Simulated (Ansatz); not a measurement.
Li19⁺, relaxed as a singlet with RKS PBE/def2-SVP in Ansatz, starting from the GFN1-xTB geometry. Force threshold 0.02 eV/Å.

The restricted singlet is unstable towards broken spin symmetry in Hartree–Fock (as tested in another run); at PBE/def2-SVP this wasn't settled. Another isomer (singlet) lies 0.29 eV lower at PBE0/def2-TZVP; other spin states weren't run for this one.

Start:

```xyz
19

Li    2.839   -0.999   -0.463
Li    1.384   -3.040    0.327
Li    2.732    0.748    1.769
Li   -1.412   -0.956   -2.575
Li   -1.398    2.888   -0.302
Li    1.089    2.839    0.945
Li    0.903    2.890   -1.792
Li    0.205    1.351    2.934
Li   -1.524   -0.702    3.087
Li   -3.030    0.774   -1.032
Li   -2.336    1.390    1.656
Li   -2.739   -1.257    0.620
Li    3.003    1.632   -0.755
Li   -1.196   -2.978   -0.904
Li    1.081   -2.319   -2.273
Li    1.191   -1.268    2.477
Li    1.298    0.308   -2.662
Li   -1.212    1.652   -2.829
Li   -0.880   -2.952    1.773
```

```
step  energy (eV)  largest force component (eV/Å)  SCF passes
   1   -3867.7826                           0.652          27
   2   -3868.8168                           0.413          24
   3   -3869.4487                           0.261          23
   4   -3869.8924                           0.226          24
   5   -3870.1587                           0.230          25
   6   -3870.3794                           0.225          25
   7   -3870.5598                           0.164          25
   8   -3870.6829                           0.116          26
   9   -3870.7883                           0.093          29
  10   -3870.8683                           0.089          26
  11   -3870.9457                           0.076          29
  13   -3871.1433                           0.115          26
  15   -3871.2954                           0.103          27
  17   -3871.4364                           0.136          25
  19   -3871.6148                           0.164          25
  21   -3871.8091                           0.157          25
  23   -3871.9740                           0.046          25
  25   -3872.0343                           0.082          25
  27   -3872.1018                           0.036          26
  29   -3872.1288                           0.030          26
  31   -3872.1312                           0.006          20
  33   -3872.1315                           0.002          20
```

Force components are those of the run's own axes.

End:

```xyz
19

Li    2.465   -0.877   -0.157
Li    0.735   -3.402    0.626
Li    3.306    0.864    2.260
Li   -1.608   -0.572   -3.123
Li   -1.492    1.678   -1.102
Li    1.051    1.356    0.531
Li    0.695    3.703   -1.101
Li    0.437    2.212    3.209
Li   -1.454   -0.286    4.521
Li   -3.379   -0.857   -0.503
Li   -1.668    0.702    1.733
Li   -0.545   -1.114   -0.419
Li    3.498    1.957   -0.859
Li   -1.763   -3.468   -1.303
Li    0.922   -2.324   -2.501
Li    0.688   -0.766    2.468
Li    0.987    0.893   -2.330
Li   -0.957    2.612   -3.862
Li   -1.917   -2.312    1.913
```

Bonds lost: Li2–Li15, Li3–Li8, Li3–Li13, Li4–Li14, Li4–Li18, Li7–Li13, Li7–Li18, Li8–Li9 (atoms count from 1). Bonds formed: Li1–Li6, Li1–Li12, Li2–Li12, Li4–Li5, Li4–Li12, Li5–Li12, Li5–Li17, Li6–Li11 (atoms count from 1). Metal–metal contacts that move far: Li15–Li17 2.67 to 3.22 Å, Li1–Li2 2.63 to 3.16 Å.

The force fell under the threshold at step 30, but the optimiser went on. No frequencies were taken in this run, so the end may be a saddle point.

It took 2.1 min on 4 threads of Arm Neoverse V2 on a shared host.
